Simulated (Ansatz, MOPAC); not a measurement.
Molecule: CH₄NO (charge +1, singlet). SMILES: [NH3+]C=O

Atoms: N1, C2, O3, H4, H5, H6, H7. Bonds: N1-C2, N1-H4, N1-H5, N1-H7, C2-O3, C2-H6.

Bond lengths (Å) and angles (degrees) optimised at AM1 with MOPAC; PM3 with MOPAC; MNDO with MOPAC; PBE/6-31G* with Ansatz (a program for electronic structure); B3LYP/LANL2DZ with Ansatz; MP2/6-31G* with Ansatz, each started from the B3LYP-D3(BJ)/def2-TZVP structure (Ansatz) of the last column. A row stands for all coordinates that are equal there; 10 of 12 kinds are shown. 6-31G* holds six Cartesian d functions. No wavenumbers were computed at MNDO, PBE/6-31G*, B3LYP/LANL2DZ, MP2/6-31G*, so these may be saddle points.

```
coordinate             AM1             PM3            MNDO  PBE/6-31G*  B3LYP/LANL2DZ  MP2/6-31G*  B3LYP-D3(BJ)/def2-TZVP
----------  --------------  --------------  --------------  ----------  -------------  ----------  ----------------------
N1-C2                1.513           1.571           1.553       1.603          1.591       1.568                   1.579
N1-H4                1.028           1.005           1.026       1.038          1.034       1.033                   1.026
N1-H5       1.025 to 1.029  1.003 to 1.008  1.024 to 1.028       1.038          1.034       1.032                   1.027
C2-O3                1.211           1.186           1.196       1.182          1.203       1.188                   1.164
C2-H6                1.114           1.109           1.101       1.106          1.095       1.095                   1.095
N1-C2-O3             116.9           114.5           115.5       118.2          118.3       118.0                   118.0
C2-N1-H4             111.3           112.8           114.2       108.3          108.4       108.0                   108.3
C2-N1-H5    109.0 to 110.8  107.1 to 110.2  109.6 to 111.6       111.6          110.5       111.9                   111.2
N1-C2-H6             112.7           116.2           111.3       110.5          111.2       111.3                   111.0
O3-C2-H6             130.4           129.3           133.2       131.3          130.5       130.7                   131.0
```

A range marks coordinates that this level makes unequal.

Mean signed difference of all 6 bond lengths from B3LYP-D3(BJ)/def2-TZVP: AM1 0.000 Å, PM3 -0.006 Å, MNDO 0.002 Å, PBE/6-31G* 0.014 Å, B3LYP/LANL2DZ 0.012 Å, MP2/6-31G* 0.005 Å.
